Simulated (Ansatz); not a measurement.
`BCN=C` + `[AlH2][SH]` → `B[S][AlH2]` + `C=NC` at 700 K and 1 bar (ligand exchange at a B–C bond).

Calculated with Ansatz (gas phase, PBE0-D4/def2-TZVP geometries, no zero-point term in ΔE). CBS: MP2 limit from def2 TZ/QZ plus the TZ coupled-cluster correction, frozen cores. This one scheme is used for every species. One conformer a species, not always the lowest.

| species | CCSD(T)/CBS energy (Eh) | H − E (kJ/mol) | S (J/(mol·K)) |
| --- | --- | --- | --- |
| `BCN=C` | -159.15053 | 268.4 | 391.7 |
| `[AlH2][SH]` | -641.61836 | 102.7 | 330.6 |
| `B[S][AlH2]` | -667.02114 | 153.6 | 391.0 |
| `C=NC` | -133.77870 | 225.1 | 327.9 |

H − E and S are ideal-gas, rigid-rotor, harmonic terms from PBE0-D4/def2-TZVP, for one conformer and one mirror image of each species. 1 Eh = 2625.50 kJ/mol, R = 8.31446 J/(mol·K).

**Question.** By hand: ΔE, ΔH, ΔS and ΔG.

**Answer.** ΔE = (-667.02114) + (-133.77870) − (-159.15053) − (-641.61836) = -0.03095 Eh = -81.3 kJ/mol. Δ(H − E) = 153.6 + 225.1 − 268.4 − 102.7 = 7.6, so ΔH = -73.7 kJ/mol. ΔS = 391.0 + 327.9 − 391.7 − 330.6 = -3.4 J/(mol·K). ΔG = -73.7 − 700 × (-3.4)/1000 = -71.3 kJ/mol.

**Question.** By hand: the equilibrium constant, and the temperature at which ΔG would vanish if ΔH and ΔS stayed fixed.

**Answer.** log₁₀ K = −ΔG/(RT ln 10) = 5.3. ΔG = 0 at ΔH/ΔS = 21676 K, far beyond where these terms or the molecules hold.

The number of gas molecules stays the same, so ΔS is small and ΔH decides. A doubt of 5 kJ/mol in ΔE shifts log₁₀ K by 0.4 here. Other conformers and mirror images would add mixing entropy, several J/(mol·K) or more a flexible species. These are equilibria of isolated gas molecules and say nothing of rates. Largest T1 diagnostic: 0.014 (customary marks: 0.02 for closed shells, 0.045 for open ones).
